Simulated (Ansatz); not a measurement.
A structure relaxed at r2SCAN-D4/def2-SVP in Ansatz, charge 1, doublet:

```xyz
7

Zn    0.9655   -2.0558    0.4234
Zn   -1.1083    0.6096    0.9422
Zn    0.4153    0.8756   -1.2458
F     1.2587   -0.7592   -1.0329
F    -0.4297   -1.0537    1.3917
F     0.3671    1.7477    0.4674
F    -1.4686    0.6359   -0.9461
```

Problem. Give its formula and point group.

Solution. the cluster Zn₃F₄⁺. Point group C2v (tolerance 0.1 Å).

Problem. Summarise the bond lengths by kind (pairs closer than 1.2 times the sum of covalent radii, bridged metal pairs left out).

Solution. 8 × F–Zn 1.85 to 1.97 Å.

The structure comes from a short search, and lower isomers may exist.
